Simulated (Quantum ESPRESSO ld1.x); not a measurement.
Question: The phosphorus ion P4+, configuration [He] 2p6 3s1 3p2 (not the ground configuration). Calculated with ld1.x of Quantum ESPRESSO 7.5: scalar-relativistic Kohn-Sham, LDA (Slater exchange, Perdew-Wang correlation), spin-polarised, spherical densities, point nucleus; open shells are filled with parallel spins first. Some entries of the table are withheld. Estimate them.

orbital  occ.  eigenvalue (eV)  <r> (bohr)
1s up       1        -2196.210      0.1037
1s down     1        -2195.227      0.1037
2s up       0         -270.366      0.4993
2s down     0         -269.139      0.4979
2p up       3         -224.211      0.4544
2p down     3         -222.846      0.4529
3s up       1          -70.650       1.441
3s down     0          -64.616       1.458
3p up       2          -59.057       1.506
3p down     0          -53.233       1.537
3d up       0          -43.010       1.559
3d down     0          -37.733       1.614
4p up       0          -24.518         (1)
4p down     0          -23.157         (2)
4f up       0          -16.778       3.390
4f down     0          -15.358       3.831

Answer: 
(1) 4p up <r> (bohr): 3.277
(2) 4p down <r> (bohr): 3.443
